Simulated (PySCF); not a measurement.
CH8FNSi2. Atoms are numbered in the order given.

```xyz
13

N     -1.5673     0.2590     1.3685
Si    -1.4467    -0.3850    -0.2406
Si     0.5931     0.2448    -1.2472
C      1.7401     0.4686     0.2709
F      1.4718    -0.5378     1.1927
H     -0.7907     0.0779     1.9976
H     -1.9248     1.1990     1.4945
H     -2.6158     0.1229    -1.0220
H     -1.4976    -1.8789    -0.2024
H      0.5450     1.5583    -1.9689
H      1.1646    -0.7787    -2.1789
H      1.5409     1.4427     0.7513
H      2.8133     0.4351     0.0187
```

Geometry: PBE0-D3(BJ)/def2-SVP. This is a generated structure with no PubChem entry under its InChIKey; it may be hypothetical. Other conformers were not sampled.

All values below come from PySCF with B3LYP/def2-TZVP.

Isolated molecule, no solvent.

**Question.** Estimate the frontier levels, gap, dipole moment and polarisability. (The exact figures need the calculation; the answer reports its results.)

**Answer.** 
The highest occupied level is -6.74 eV. The lowest empty level is -0.50 eV and the orbital gap is 6.24 eV. The dipole moment is 2.04 D and the quadrupole, principal values (traceless, Buckingham form, about the centre of nuclear charge) is -4.56, -0.61, 5.17 D·Å. The mean static polarisability is 77.4 bohr³ (11.47 Å³) and the polarisability, principal values is 67.8, 75.9, 88.4 bohr³.
